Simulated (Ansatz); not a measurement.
CH$_{3}$BrClIn (`[CH3][In]([Cl])[Br]`). Charge 0, multiplicity 1. In: def2 effective core potential.

```xyz
7

C     0.740    0.836    0.244
In   -0.623   -0.730   -0.221
Cl   -0.491   -1.995   -2.168
Br   -2.515   -1.421    1.195
H     0.773    0.978    1.323
H     1.726    0.580   -0.140
H     0.391    1.752   -0.234
```

Q: What are the harmonic wavenumbers in cm⁻¹ at PBE0-D4/def2-TZVP (Ansatz, finite differences of forces, unscaled)? (Best estimate.)

A: Computed: 8i, 82, 94, 103, 251, 360, 524, 727, 755, 1195, 1445, 1446, 3075, 3174, 3189.
